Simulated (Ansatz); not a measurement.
`NC(=[Se])N[SiH3]`, charge 0, multiplicity 1.

Q: Give a relaxed structure at PBE0-D4/def2-TZVP (Ansatz 0.2.0). (An estimate is asked.)

A: Ansatz gave: 
Z-matrix (Å, degrees):
```
Si
N 1 1.765
H 1 1.477 2 112.6
H 1 1.493 2 100.0 3 115.3
H 1 1.477 2 112.6 3 -129.3
C 2 1.345 1 121.3 3 64.7
H 2 1.011 1 120.3 3 -115.3
Se 6 1.822 2 119.3 1 -0.0
N 6 1.339 2 118.3 1 180.0
H 9 1.003 6 118.3 2 -179.9
H 9 1.006 6 122.7 2 -0.2
```
Point group Cs.
This is one stationary point; other conformers may exist.
